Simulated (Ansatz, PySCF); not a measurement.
This Ansatz (a program for electronic structure) input computes a PBE0/def2-TZVPD energy:

Ansatz 0.2 input:
```yaml
crystal:
  periodic: [false, false, false]
  atoms:
    - {symbol: C, position_ang: [1.30797626, -0.11530799, -0.13642293]}
    - {symbol: C, position_ang: [0.12161185, -0.00590488, -0.01561909]}
    - {symbol: O, position_ang: [-1.16888275, 0.18455828, 0.07224284]}
    - {symbol: H, position_ang: [2.35837514, -0.21907017, -0.23917863]}
    - {symbol: H, position_ang: [-1.58484181, -0.53011876, 0.57348801]}
basis:
  gaussian:
    orbitals: def2-TZVPD
hamiltonian:
  xc: {name: PBE0}
output: {forces: true}
```

Task: Write an input for the same energy in PySCF and say what it gives.

Result: 
```python
from pyscf import gto, scf, dft

mol = gto.M(
    atom='''
    C     1.30797626   -0.11530799   -0.13642293
    C     0.12161185   -0.00590488   -0.01561909
    O    -1.16888275    0.18455828    0.07224284
    H     2.35837514   -0.21907017   -0.23917863
    H    -1.58484181   -0.53011876    0.57348801
    ''',
    basis='def2-tzvpd',
    charge=0,
    spin=0,
    verbose=4,
)

mf = dft.RKS(mol, xc='pbe0').density_fit(auxbasis='def2-universal-jkfit')
mf.grids.level = 3
mf.conv_tol = 1e-9
mf.max_cycle = 100
mf.max_memory = 1500
mf.kernel()
if not mf.converged:
    mf = mf.newton()
    mf.kernel(mf.make_rdm1())
mf.analyze()
```
It gives -152.42925 Eh, and Ansatz -152.42923 Eh, a difference of 0.02 mEh, from the treatment of integrals and grids.
